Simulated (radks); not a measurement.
Values are calculated unless marked as measured or tabulated.
Trend from Cu to Au: ionisation energy by Delta-SCF between NIST ground configurations, and size. Level of theory: scalar-relativistic Kohn-Sham, r2SCAN, spin-unpolarised, spherical densities, finite nucleus; meta-GGA in the generalised Kohn-Sham scheme; Fermi nuclear charge, rms radius of each element as measured or else 0.836 A^(1/3) + 0.57 fm (a radial shooting solver on a logarithmic mesh with Libxc functionals).

| species | configuration | configuration of the ion | IE (eV) | NIST (eV) | kind | r at 0.001 e/bohr^3 (bohr) |
|---|---|---|---|---|---|---|
| Cu | [Ar] 3d10 4s1 | [Ar] 3d10 | 7.810 | 7.726 | exp. | 4.10 |
| Ag | [Kr] 4d10 5s1 | [Kr] 4d10 | 7.424 | 7.576 | exp. | 4.25 |
| Au | [Xe] 4f14 5d10 6s1 | [Xe] 4f14 5d10 | 9.205 | 9.226 | exp. | 4.26 |

Reference values: NIST Atomic Spectra Database (measured). Spin polarisation and multiplet splitting are left out, so open shells lie too high by an amount that depends on their filling.

Beside tabulated values, note that spin-unpolarised runs miss the spin-polarisation part of the exchange energy of open shells.
